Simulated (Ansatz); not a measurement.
Molecule: sum formula H$_{2}$SeF, net charge 1, singlet state. It need not be the lowest isomer of its formula. SMILES: F[SeH2+]
Geometry: optimised at B3LYP-D3(BJ)/def2-TZVP (Ansatz, a quantum-chemistry and plane-wave program).

Parts of the frozen-core correlation energy in STO-3G (Ansatz, hartree). Frozen orbitals: 15; correlated occupied orbitals by spin: 7 and 7; virtual: 3 and 3. Spin-orbit coupling is left out. No relativistic terms.

```json
[
 {"term": "reference (HF)", "value": "-2472.43409"},
 {"term": "MP2 opposite-spin", "value": "-0.05301"},
 {"term": "MP2 same-spin", "value": "-0.00242"},
 {"term": "CCSD correlation", "value": "-0.08192"},
 {"term": "(T)", "value": "-0.00102"},
 {"term": "FCI minus CCSD(T)", "value": "-0.00046"},
 {"term": "T1 diagnostic", "value": "0.012"},
 {"term": "largest doubles amplitude", "value": "0.098"}
]
```
